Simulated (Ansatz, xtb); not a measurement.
**C3H2N4: 3 structures ranked**

3 gas-phase structures of C3H2N4, from a drawn sample of its isomers (lower ones may exist). Each was relaxed with GFN2-xTB:

A. `N#Cc1c[nH]nn1`, a singlet
B. `N#Cc1cn[nH]n1`, a singlet
C. `N#Cc1cnn[nH]1`, a singlet

**Question.** Which do you expect lowest at r2SCAN-D4/def2-SVP, and how would the others follow?

**Answer.** Calculated order at r2SCAN-D4/def2-SVP: B (0.0), A (5.2), C (5.5) kcal/mol. Less than 1 kcal/mol parts A and C, so the order within that pair means little.

Energies above the lowest of each column, in kcal/mol; the last columns are at PBE0-D3(BJ)/def2-SVP geometries:

| structure | GFN2-xTB | HF/STO-3G | r2SCAN-D4/def2-SVP | PBE0-D3(BJ)/def2-SVP | CCSD(T)/def2-SVP + ΔMP2/def2-TZVPP |
| --- | --- | --- | --- | --- | --- |
| B | 0.0 | 0.0 | 0.0 | 0.0 | 0.0 |
| A | 3.2 | 1.7 | 5.2 | 5.1 | 3.6 |
| C | 2.7 | 4.5 | 5.5 | 6.0 | 5.1 |

Every level run on B puts it lowest or level with the lowest. ΔMP2 is the change of the MP2 energy from the smaller to the larger basis.

Programs: Ansatz 0.2.0, xtb 6.7.1.
